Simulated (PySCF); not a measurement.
C2Cl2O2Pt (SMILES [O+]#[C-]->[Pt]([Cl])([Cl])<-[C-]#[O+]), singlet, at a GFN2-xTB geometry (such geometries of metal compounds can be far from the true shape) (core potentials on Pt).

Here is a job for PySCF.
```python
from pyscf import gto, scf, dft

mol = gto.Mole()
mol.atom = '''
    Pt    0.000000    0.000000   -0.000000
    Cl    2.122640   -0.925536    0.001587
    Cl   -2.122640    0.925536   -0.001587
    O     1.140191    2.793476    0.029027
    C     0.726436    1.746043    0.018205
    O    -1.140191   -2.793476   -0.029027
    C    -0.726436   -1.746043   -0.018205
'''
mol.basis = 'def2-svp'
mol.ecp = {'Pt': 'def2-svp'}
mol.charge = 0
mol.spin = 0
mol.verbose = 4
mol.build()

mf = dft.RKS(mol)
mf.xc = 'r2scan'
mf = mf.density_fit(auxbasis='def2-universal-jkfit')
mf.kernel()
mf.analyze()
```

Question: Give the dipole moment at the level PySCF with DF-R2SCAN/def2-SVP.

Answer: 0.00 D

Question: Estimate the HOMO energy that DF-R2SCAN/def2-SVP returns for this input.

Answer: -6.55 eV

Question: Estimate the HOMO-LUMO gap that DF-R2SCAN/def2-SVP returns for this input.

Answer: 2.54 eV

Question: What total energy does DF-R2SCAN/def2-SVP give?

Answer: -1265.9359 Eh

Question: What is the computed nuclear repulsion energy (DF-R2SCAN/def2-SVP)?

Answer: 497.8513 Eh

Question: What is the computed number of basis functions (DF-R2SCAN/def2-SVP)?

Answer: 124
